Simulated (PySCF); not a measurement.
## Calculated data, AlH₃N₂Si

All values are calculated (PySCF 2.14.0). Calculation on a computer-drawn molecule: optimised geometry and harmonic frequencies of an isolated molecule of the commonest isotopes, restricted reference for singlets and unrestricted otherwise, frozen core in MP2.

## AlH₃N₂Si

Start structure:
```xyz
7
AlH3N2Si
N     -1.1271     1.1145    -0.2561
Al     0.0741     0.7513     0.9519
N      1.1921     0.4323     2.0995
Si     2.2680     0.2757     3.3765
H     -1.7580     1.8935    -0.2225
H     -1.2910     0.5775    -1.0871
H      3.0288    -1.0055     2.9700
```

It was run with charge 0, multiplicity 1, method MP2 and basis cc-pV(D+d)Z.

Drawn bonds:
```tsv
atom	other atom	order
1	2	1
2	3	2
3	4	1
1	5	1
1	6	1
4	7	1
```

## Withheld values
1. What rotational constants does the calculation give for AlH₃N₂Si?

Answers
1. 98.04, 1.569, 1.544 GHz

Further results for AlH₃N₂Si:

- total energy: -641.9591 hartree
- convergence status largest gradient component: 7.583e-06 hartree/bohr

Optimised structure:
```xyz
7
AlH3N2Si
N     -1.1068     1.0760    -0.2712
Al     0.1447     0.5941     0.8723
N      1.1297     0.6419     2.2542
Si     2.3117     0.2627     3.4238
H     -1.7042     1.8915    -0.1591
H     -1.3343     0.5860    -1.1318
H      2.9460    -1.0129     2.8439
```

Modes:
```tsv
frequency (cm⁻¹)	reduced mass (dalton)
45.64	7.693
94.03	4.622
138.3	7.422
182.5	1.917
238.2	1.186
272	1.317
475	11.06
632.6	1.221
822.3	1.249
856.6	4.888
1172	11.99
1533	1.106
1985	1.044
3614	1.051
3716	1.094
```
